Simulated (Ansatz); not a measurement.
Input for Ansatz (a first-principles code): U-PBE/cc-pVTZ on H2OSe (SMILES O[SeH]), a point of a bond scan (R = 1.482 Å).

Ansatz 0.2 input:
```yaml
crystal:
  periodic: [false, false, false]
  atoms:
    - {symbol: Se, position_ang: [-0.24233438, -0.06337558, 0.28131573]}
    - {symbol: H, position_ang: [-1.32815788, -0.38741108, -0.67320760]}
    - {symbol: O, position_ang: [1.06518061, 0.17874174, -0.96080393]}
    - {symbol: H, position_ang: [1.04608213, 1.11224671, -1.20509589]}
basis:
  gaussian:
    orbitals: cc-pVTZ
hamiltonian:
  xc: {name: PBE}
magnetization: {spin_polarized: true, initial_magnetization: 0}
```

Question: What total energy does the run end on?

Answer: -2477.5876 hartree.
